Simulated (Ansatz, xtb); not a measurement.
## Ranking isomers of C5H6ClNO

4 gas-phase structures of C5H6ClNO, from a drawn sample of its isomers (lower ones may exist). Each was relaxed with GFN2-xTB:

A. `N#C[C@@H]1COC[C@H]1Cl`, a singlet
B. `C[C@@H]1C=C(Cl)NC1=O`, a singlet
C. `Cc1nc(Cl)c(C)o1`, a singlet
D. `Cc1nc(C)c(Cl)o1`, a singlet

Question: Make a reasoned guess at their ranking by r2SCAN-D4/def2-SVP single-point energy.

Answer: Calculated order at r2SCAN-D4/def2-SVP: B (0.0), C (14.7), D (23.2), A (122.6) kJ/mol.

Energies above the lowest of each column, in kJ/mol; the last columns are at PBE-D3(BJ)/def2-SVP geometries and were run for some of them only (a dash: not run or not comparable):

| structure | GFN2-xTB | HF/STO-3G | r2SCAN-D4/def2-SVP | PBE-D3(BJ)/def2-SVP | CCSD(T)/def2-SVP + ΔMP2/def2-TZVPP |
| --- | --- | --- | --- | --- | --- |
| B | 25.7 | 89.4 | 0.0 | 0.0 | 0.0 |
| C | 0.0 | 1.9 | 14.7 | 11.2 | 6.8 |
| D | 5.9 | 11.6 | 23.2 | 20.8 | 14.4 |
| A | 150.5 | 0.0 | 122.6 | – | – |

CCSD(T)/def2-SVP + ΔMP2/def2-TZVPP puts B lowest of those it was run on; GFN2-xTB picks C, HF/STO-3G picks A. Flexible structures stand in one conformer each, not always the lowest. Frequencies (GFN2-xTB) were run for B, C, D alone. ΔMP2 is the change of the MP2 energy from the smaller to the larger basis.

Over these structures GFN2-xTB departs from r2SCAN-D4/def2-SVP by 21.4 kJ/mol on average once a common shift is removed. A GFN2-xTB relaxation took about 0.079 s and the r2SCAN-D4/def2-SVP energy about 2.1 s on a shared host (Ansatz 0.2.0, xtb 6.7.1).
